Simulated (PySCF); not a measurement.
**Correlation energy of Zn (zinc, neutral)**

[Ar] 3d10 4s2, closed-shell 1S. Calculation: PySCF 2.14, in aug-cc-pVTZ-PP with one added diffuse shell each of s, p, d, f, g type with ECP10MDF (7s7p6d4f3g, 113 functions); scalar relativity through the core potential. Frozen: 3s2 3p6; 12 electrons correlated.

MP2 pair energies summed by pair of shells (mhartree):

| pair | energy | share (%) |
| --- | --- | --- |
| 3d-3d | -465.26 | 85.4 |
| 3d-4s | -54.96 | 10.1 |
| 4s-4s | -24.29 | 4.5 |

Total MP2 correlation energy: -544.51 mhartree.

Same-spin part -190.77 and opposite-spin part -353.74 mhartree; SCS-MP2 scales them by 1/3 and 6/5 to -488.08 mhartree.

MP2 falls well short for the outer s pair, which is nearly degenerate with np².
